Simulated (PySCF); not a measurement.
Molecule: C$_{7}$H$_{15}$ (charge 0, doublet). It need not be the lowest isomer of its formula. SMILES: CC(C)C[C](C)C
Geometry from a B3LYP-D3(BJ)/def2-TZVP (Ansatz) optimisation:
```xyz
22

C      1.9342    -1.2563     0.5642
C      1.3540    -0.0094    -0.0069
C      1.7973     1.2990     0.5519
C      0.1452    -0.0491    -0.8805
C     -1.1851     0.3325    -0.1850
C     -1.4937    -0.5956     0.9880
C     -2.3295     0.3408    -1.1968
H      3.0252    -1.1940     0.6384
H      1.6824    -2.1330    -0.0352
H      1.5733    -1.4547     1.5865
H      1.5479     2.1297    -0.1129
H      2.8765     1.3154     0.7305
H      1.3229     1.5181     1.5222
H      0.0285    -1.0484    -1.3130
H      0.2797     0.6438    -1.7219
H     -1.0713     1.3492     0.2071
H     -2.4382    -0.3246     1.4645
H     -0.7124    -0.5563     1.7480
H     -1.5768    -1.6323     0.6492
H     -3.2675     0.6507    -0.7311
H     -2.1233     1.0224    -2.0248
H     -2.4810    -0.6576    -1.6169
```
Charge 0, spin multiplicity 2.

Dispersion corrections to the total energy (kcal/mol) from the dftd3 and dftd4 libraries through PySCF: D3(BJ) without and D4 with the three-body term, each with the damping fitted for the functional named.

```
functional      D3(BJ)          D4
----------  ----------  ----------
B3LYP           -19.77      -17.63
PBE             -12.08      -11.25
LC-wPBE         -11.00  (withheld)
revPBE          -30.13      -36.75
TPSS            -14.97      -15.14
B2GP-PLYP   (withheld)       -4.83
BP86            -17.96  (withheld)
```

Task: Some entries are withheld; supply them.

Result: 
- LC-wPBE, D4: -12.32
- B2GP-PLYP, D3(BJ): -6.21
- BP86, D4: -14.81
